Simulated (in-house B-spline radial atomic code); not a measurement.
## TDHF excitations of neutral mercury

Method: TDHF. Computed with an all-electron radial atomic-structure program (B-spline basis): linear response of the closed shell [Xe] 4f14 5d10 6s2 with bare exchange (time-dependent Hartree-Fock); scalar-relativistic (spin-free one-electron X2C), finite nucleus, no spin-orbit coupling, no double excitations, S, P, D and F terms only; shells from n = 4 respond. Only terms of natural parity with L up to 3 were computed.

Spin-orbit coupling is strong here, so these LS terms don't match observed levels.

Command:
```bash
python run_td.py task.json out
```
Settings (radii: box in bohr, nucleus in fm):
```
Z                        80
electrons                80
configuration            [Xe] 4f14 5d10 6s2
hamiltonian              x2c
method                   hf
box_radius               3
wall_radius              3
rms_radius               5.4648
intervals                63
```

Run time, properties included: 3.7 s on 1 thread of Arm Neoverse N1 (shared host).

Confined states, up to the first strongly mixed one, which can leave gaps near the end. Labels give the largest channel, * marks a mixed state, and oscillator strengths are full-response dipole values. Energies in eV:

```csv
state,full response,Tamm-Dancoff,oscillator strength
6s → 6p 3P,13.922,14.458,-
6s → 6p 1P,18.290,18.725,1.02
5d → 6p 3P,26.704,26.881,-
5d → 6p 3F,26.925,27.296,-
5d → 6p 1F,28.612,28.715,-
5d → 6p 1P,29.964,30.17,1.39
6s → 5f 3F,32.30,32.45,-
6s → 5f 1F,?,?,-
5d → 5f 3P,?,?,-
5d → 5f 3F,45.93,46.01,-
```

Task: Where does 6s → 5f 1F lie?

Result: At 33.90 eV in full response, 34.01 eV in Tamm-Dancoff.

Task: Where does 5d → 5f 3P lie?

Result: At 43.38 eV in full response, 43.49 eV in Tamm-Dancoff.

Task: How large is the singlet-triplet splitting of 6s → 6p (P terms) in Tamm-Dancoff?

Result: 4.27 eV, from the unrounded values.

Task: What polarisabilities and dispersion coefficient does the method give?

Result: Dipole 6.883 bohr³, quadrupole 9.884 bohr⁵, C6 48.29 hartree·bohr⁶ for two such species.
